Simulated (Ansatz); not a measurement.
# Molecular dynamics of K₁₆Na

Input:

```yaml
crystal:
  lattice:
    - [10.46, 0.0, 0.0]
    - [0.0, 10.46, 0.0]
    - [0.0, 0.0, 10.46]
  atoms:
    - { symbol: K, position: [-0.01837005, 0.01070515, 1.91e-05] }
    - { symbol: K, position: [0.47926796, -0.04349884, 2.921e-05] }
    - { symbol: K, position: [-0.01853499, 0.48911655, 2.012e-05] }
    - { symbol: K, position: [0.01791693, -0.00151149, 0.5001045] }
    - { symbol: K, position: [0.26850892, 0.24994236, 0.23820897] }
    - { symbol: K, position: [0.48052263, 0.54181189, 1.755e-05] }
    - { symbol: K, position: [0.49596091, -0.0058742, 0.49996436] }
    - { symbol: K, position: [0.76997419, 0.25021323, 0.29018007] }
    - { symbol: K, position: [0.01779544, 0.50152594, 0.50010537] }
    - { symbol: K, position: [0.23146262, 0.74964151, 0.25301636] }
    - { symbol: K, position: [0.26859629, 0.24994009, 0.76188751] }
    - { symbol: K, position: [0.49600222, 0.50599708, 0.49996306] }
    - { symbol: K, position: [0.75434132, 0.75022726, 0.25696538] }
    - { symbol: K, position: [0.76976213, 0.25022013, 0.71014859] }
    - { symbol: K, position: [0.23151834, 0.74964237, 0.74702594] }
    - { symbol: K, position: [0.75430889, 0.75022844, 0.74305592] }
    - { symbol: Na, position: [0.62014635, 0.24840644, 0.00033368] }
basis:
  ecutwfc: 500.0
kpoints:
  mp_grid: { grid: [1, 1, 1] }
hamiltonian:
  xc: r2scan
scf:
  occupations: { method: fermi_dirac, width: 0.15 }
  lower_state_search: "off"
md:
  timestep: 2
  n_steps: 80
  ensemble: nvt_langevin
  temperature: 1200.0
  initial_velocities: maxwell_boltzmann
  seed: 899346
  friction: 0.05
```

Launched with:

```bash
$ ansatz run input.yaml --threads 4 --pin off --max-ram 10240MiB --backend cpu --events-out ev --progress --plain --runs-dir out
```

It starts from a partly relaxed structure (largest force component 0.06 eV/Å).

Output, in part (step lines):

```
md step     0: t =     0.00 fs  T =  1129.4 K  F+E_penalty+E_count = -26166.76982446 eV  E_kin = 2.481792 eV  (9 SCF iters)
md step     1: t =     2.00 fs  T =  1314.1 K  F+E_penalty+E_count = -26166.76603680 eV  E_kin = 2.887721 eV  (10 SCF iters)
md step     2: t =     4.00 fs  T =  1583.2 K  F+E_penalty+E_count = -26166.75932047 eV  E_kin = 3.478952 eV  (10 SCF iters)
md step     3: t =     6.00 fs  T =  1555.4 K  F+E_penalty+E_count = -26166.74927256 eV  E_kin = 3.417778 eV  (10 SCF iters)
md step     4: t =     8.00 fs  T =  1485.6 K  F+E_penalty+E_count = -26166.73590017 eV  E_kin = 3.264446 eV  (10 SCF iters)
md step     5: t =    10.00 fs  T =  1322.7 K  F+E_penalty+E_count = -26166.71995077 eV  E_kin = 2.906524 eV  (9 SCF iters)
md step     6: t =    12.00 fs  T =  1077.1 K  F+E_penalty+E_count = -26166.70312671 eV  E_kin = 2.366781 eV  (6 SCF iters)
md step     7: t =    14.00 fs  T =  1104.0 K  F+E_penalty+E_count = -26166.68537565 eV  E_kin = 2.425914 eV  (8 SCF iters)
md step     8: t =    16.00 fs  T =   993.5 K  F+E_penalty+E_count = -26166.66714228 eV  E_kin = 2.183039 eV  (8 SCF iters)
md step     9: t =    18.00 fs  T =  1144.7 K  F+E_penalty+E_count = -26166.64824795 eV  E_kin = 2.515422 eV  (7 SCF iters)
md step    10: t =    20.00 fs  T =  1070.6 K  F+E_penalty+E_count = -26166.62585180 eV  E_kin = 2.352572 eV  (10 SCF iters)
md step    11: t =    22.00 fs  T =  1082.0 K  F+E_penalty+E_count = -26166.60347399 eV  E_kin = 2.377544 eV  (6 SCF iters)
md step    12: t =    24.00 fs  T =  1191.8 K  F+E_penalty+E_count = -26166.58365475 eV  E_kin = 2.618943 eV  (7 SCF iters)
md step    13: t =    26.00 fs  T =  1327.3 K  F+E_penalty+E_count = -26166.56429279 eV  E_kin = 2.916596 eV  (8 SCF iters)
md step    14: t =    28.00 fs  T =  1126.9 K  F+E_penalty+E_count = -26166.54643182 eV  E_kin = 2.476344 eV  (7 SCF iters)
md step    15: t =    30.00 fs  T =  1185.9 K  F+E_penalty+E_count = -26166.53186593 eV  E_kin = 2.605857 eV  (7 SCF iters)
md step    16: t =    32.00 fs  T =   948.2 K  F+E_penalty+E_count = -26166.51990115 eV  E_kin = 2.083679 eV  (6 SCF iters)
md step    17: t =    34.00 fs  T =   960.0 K  F+E_penalty+E_count = -26166.50786314 eV  E_kin = 2.109452 eV  (7 SCF iters)
md step    18: t =    36.00 fs  T =   876.2 K  F+E_penalty+E_count = -26166.49655828 eV  E_kin = 1.925421 eV  (6 SCF iters)
md step    19: t =    38.00 fs  T =   892.8 K  F+E_penalty+E_count = -26166.48549027 eV  E_kin = 1.961864 eV  (6 SCF iters)
md step    20: t =    40.00 fs  T =   805.9 K  F+E_penalty+E_count = -26166.47363307 eV  E_kin = 1.770824 eV  (10 SCF iters)
md step    21: t =    42.00 fs  T =   782.5 K  F+E_penalty+E_count = -26166.46219533 eV  E_kin = 1.719575 eV  (8 SCF iters)
md step    22: t =    44.00 fs  T =   814.4 K  F+E_penalty+E_count = -26166.44887710 eV  E_kin = 1.789636 eV  (7 SCF iters)
md step    23: t =    46.00 fs  T =   909.2 K  F+E_penalty+E_count = -26166.43432818 eV  E_kin = 1.997931 eV  (7 SCF iters)
md step    24: t =    48.00 fs  T =   856.4 K  F+E_penalty+E_count = -26166.42319322 eV  E_kin = 1.881947 eV  (8 SCF iters)
md step    25: t =    50.00 fs  T =   691.4 K  F+E_penalty+E_count = -26166.41660947 eV  E_kin = 1.519295 eV  (6 SCF iters)
md step    26: t =    52.00 fs  T =   792.2 K  F+E_penalty+E_count = -26166.41058880 eV  E_kin = 1.740741 eV  (7 SCF iters)
md step    27: t =    54.00 fs  T =   851.8 K  F+E_penalty+E_count = -26166.40298758 eV  E_kin = 1.871826 eV  (7 SCF iters)
md step    28: t =    56.00 fs  T =  1175.5 K  F+E_penalty+E_count = -26166.39348275 eV  E_kin = 2.583021 eV  (7 SCF iters)
md step    29: t =    58.00 fs  T =   971.9 K  F+E_penalty+E_count = -26166.38135511 eV  E_kin = 2.135667 eV  (9 SCF iters)
md step    30: t =    60.00 fs  T =   988.2 K  F+E_penalty+E_count = -26166.36647554 eV  E_kin = 2.171391 eV  (10 SCF iters)
md step    31: t =    62.00 fs  T =  1128.7 K  F+E_penalty+E_count = -26166.34752395 eV  E_kin = 2.480288 eV  (8 SCF iters)
md step    32: t =    64.00 fs  T =  1125.3 K  F+E_penalty+E_count = -26166.32772113 eV  E_kin = 2.472704 eV  (8 SCF iters)
md step    33: t =    66.00 fs  T =  1263.2 K  F+E_penalty+E_count = -26166.30733697 eV  E_kin = 2.775829 eV  (8 SCF iters)
md step    34: t =    68.00 fs  T =  1390.3 K  F+E_penalty+E_count = -26166.28319723 eV  E_kin = 3.055075 eV  (6 SCF iters)
md step    35: t =    70.00 fs  T =  1273.8 K  F+E_penalty+E_count = -26166.25500026 eV  E_kin = 2.799137 eV  (7 SCF iters)
md step    36: t =    72.00 fs  T =  1434.5 K  F+E_penalty+E_count = -26166.22109701 eV  E_kin = 3.152299 eV  (7 SCF iters)
md step    37: t =    74.00 fs  T =  1635.1 K  F+E_penalty+E_count = -26166.18172647 eV  E_kin = 3.592918 eV  (7 SCF iters)
md step    38: t =    76.00 fs  T =  1712.2 K  F+E_penalty+E_count = -26166.13673856 eV  E_kin = 3.762486 eV  (8 SCF iters)
md step    39: t =    78.00 fs  T =  1700.0 K  F+E_penalty+E_count = -26166.08825500 eV  E_kin = 3.735601 eV  (6 SCF iters)
md step    40: t =    80.00 fs  T =  1443.6 K  F+E_penalty+E_count = -26166.04159706 eV  E_kin = 3.172288 eV  (10 SCF iters)
md step    41: t =    82.00 fs  T =  1322.4 K  F+E_penalty+E_count = -26165.99542891 eV  E_kin = 2.905848 eV  (7 SCF iters)
md step    42: t =    84.00 fs  T =  1067.2 K  F+E_penalty+E_count = -26165.95284996 eV  E_kin = 2.345064 eV  (8 SCF iters)
md step    43: t =    86.00 fs  T =  1254.4 K  F+E_penalty+E_count = -26165.91554044 eV  E_kin = 2.756546 eV  (7 SCF iters)
md step    44: t =    88.00 fs  T =  1529.0 K  F+E_penalty+E_count = -26165.87800502 eV  E_kin = 3.359831 eV  (6 SCF iters)
md step    45: t =    90.00 fs  T =  1329.4 K  F+E_penalty+E_count = -26165.84441647 eV  E_kin = 2.921202 eV  (7 SCF iters)
md step    46: t =    92.00 fs  T =  1244.3 K  F+E_penalty+E_count = -26165.81680609 eV  E_kin = 2.734182 eV  (8 SCF iters)
md step    47: t =    94.00 fs  T =  1221.9 K  F+E_penalty+E_count = -26165.79074241 eV  E_kin = 2.685076 eV  (8 SCF iters)
md step    48: t =    96.00 fs  T =  1268.4 K  F+E_penalty+E_count = -26165.76333463 eV  E_kin = 2.787312 eV  (7 SCF iters)
md step    49: t =    98.00 fs  T =  1270.5 K  F+E_penalty+E_count = -26165.73610158 eV  E_kin = 2.791827 eV  (6 SCF iters)
md step    50: t =   100.00 fs  T =  1038.0 K  F+E_penalty+E_count = -26165.71031171 eV  E_kin = 2.280957 eV  (9 SCF iters)
md step    51: t =   102.00 fs  T =   894.0 K  F+E_penalty+E_count = -26165.68759823 eV  E_kin = 1.964545 eV  (6 SCF iters)
md step    52: t =   104.00 fs  T =  1036.6 K  F+E_penalty+E_count = -26165.66818067 eV  E_kin = 2.277816 eV  (8 SCF iters)
md step    53: t =   106.00 fs  T =  1133.1 K  F+E_penalty+E_count = -26165.64929772 eV  E_kin = 2.489816 eV  (7 SCF iters)
md step    54: t =   108.00 fs  T =  1242.6 K  F+E_penalty+E_count = -26165.63322410 eV  E_kin = 2.730430 eV  (8 SCF iters)
md step    55: t =   110.00 fs  T =  1284.6 K  F+E_penalty+E_count = -26165.61570156 eV  E_kin = 2.822739 eV  (8 SCF iters)
md step    56: t =   112.00 fs  T =  1329.9 K  F+E_penalty+E_count = -26165.59695867 eV  E_kin = 2.922389 eV  (6 SCF iters)
md step    57: t =   114.00 fs  T =   878.0 K  F+E_penalty+E_count = -26165.58282585 eV  E_kin = 1.929363 eV  (7 SCF iters)
md step    58: t =   116.00 fs  T =  1087.1 K  F+E_penalty+E_count = -26165.57373204 eV  E_kin = 2.388874 eV  (7 SCF iters)
md step    59: t =   118.00 fs  T =   874.5 K  F+E_penalty+E_count = -26165.56909653 eV  E_kin = 1.921717 eV  (7 SCF iters)
md step    60: t =   120.00 fs  T =   772.3 K  F+E_penalty+E_count = -26165.56595883 eV  E_kin = 1.696988 eV  (9 SCF iters)
md step    61: t =   122.00 fs  T =   965.6 K  F+E_penalty+E_count = -26165.56304320 eV  E_kin = 2.121818 eV  (8 SCF iters)
md step    62: t =   124.00 fs  T =   959.2 K  F+E_penalty+E_count = -26165.56039592 eV  E_kin = 2.107695 eV  (8 SCF iters)
md step    63: t =   126.00 fs  T =  1056.6 K  F+E_penalty+E_count = -26165.56152682 eV  E_kin = 2.321827 eV  (8 SCF iters)
md step    64: t =   128.00 fs  T =  1209.4 K  F+E_penalty+E_count = -26165.56941007 eV  E_kin = 2.657637 eV  (7 SCF iters)
md step    65: t =   130.00 fs  T =  1305.1 K  F+E_penalty+E_count = -26165.57743430 eV  E_kin = 2.867776 eV  (8 SCF iters)
md step    66: t =   132.00 fs  T =  1177.7 K  F+E_penalty+E_count = -26165.58891576 eV  E_kin = 2.587940 eV  (7 SCF iters)
md step    67: t =   134.00 fs  T =  1108.1 K  F+E_penalty+E_count = -26165.60483294 eV  E_kin = 2.435052 eV  (7 SCF iters)
md step    68: t =   136.00 fs  T =   835.3 K  F+E_penalty+E_count = -26165.61255332 eV  E_kin = 1.835464 eV  (7 SCF iters)
md step    69: t =   138.00 fs  T =   822.2 K  F+E_penalty+E_count = -26165.61445344 eV  E_kin = 1.806690 eV  (7 SCF iters)
md step    70: t =   140.00 fs  T =   915.7 K  F+E_penalty+E_count = -26165.61529887 eV  E_kin = 2.012249 eV  (9 SCF iters)
md step    71: t =   142.00 fs  T =   817.8 K  F+E_penalty+E_count = -26165.61307635 eV  E_kin = 1.796993 eV  (7 SCF iters)
md step    72: t =   144.00 fs  T =   747.5 K  F+E_penalty+E_count = -26165.60837225 eV  E_kin = 1.642469 eV  (6 SCF iters)
md step    73: t =   146.00 fs  T =   886.6 K  F+E_penalty+E_count = -26165.59877213 eV  E_kin = 1.948220 eV  (7 SCF iters)
md step    74: t =   148.00 fs  T =   778.8 K  F+E_penalty+E_count = -26165.58218126 eV  E_kin = 1.711445 eV  (7 SCF iters)
md step    75: t =   150.00 fs  T =   768.7 K  F+E_penalty+E_count = -26165.56540809 eV  E_kin = 1.689078 eV  (7 SCF iters)
md step    76: t =   152.00 fs  T =   735.7 K  F+E_penalty+E_count = -26165.55433504 eV  E_kin = 1.616601 eV  (8 SCF iters)
md step    77: t =   154.00 fs  T =   903.6 K  F+E_penalty+E_count = -26165.54448760 eV  E_kin = 1.985536 eV  (6 SCF iters)
md step    78: t =   156.00 fs  T =   889.4 K  F+E_penalty+E_count = -26165.53574224 eV  E_kin = 1.954408 eV  (7 SCF iters)
md step    79: t =   158.00 fs  T =   922.2 K  F+E_penalty+E_count = -26165.53412190 eV  E_kin = 2.026535 eV  (8 SCF iters)
md step    80: t =   160.00 fs  T =   743.1 K  F+E_penalty+E_count = -26165.53918857 eV  E_kin = 1.632859 eV  (9 SCF iters)
```

The run went to its last step. The mean temperature of the second half is 12 % below the set value. A run of 0.16 ps of so small a system gives no equilibrium averages. Limits of this set-up: coarse k mesh, a small cell, in which the defect meets its images.

Mean squared displacements from the first frame to the last, about the centre of mass: K 0.41 Å², Na 0.36 Å².

Last frame:

```xyz
17
Lattice="10.4600 0.0000 0.0000 0.0000 10.4600 0.0000 0.0000 0.0000 10.4600" Properties=species:S:1:pos:R:3
K 0.410 -0.039 -0.510
K 4.512 0.527 -0.397
K -0.308 5.457 0.069
K 0.239 -0.280 5.152
K 2.661 2.143 2.565
K 4.676 5.593 0.600
K 5.464 -0.167 5.743
K 8.344 1.597 3.035
K 0.434 5.582 5.126
K 2.049 7.589 2.569
K 2.334 2.673 7.511
K 5.144 6.033 5.345
K 8.083 7.812 2.495
K 8.516 2.568 7.438
K 2.794 7.508 8.218
K 7.834 7.741 7.744
Na 6.779 3.045 -0.299
```

Time of the run: 20 min on 4 threads of Intel(R) Xeon(R) Platinum 8488C (Sapphire Rapids), on a shared host, peak memory 3 GiB.
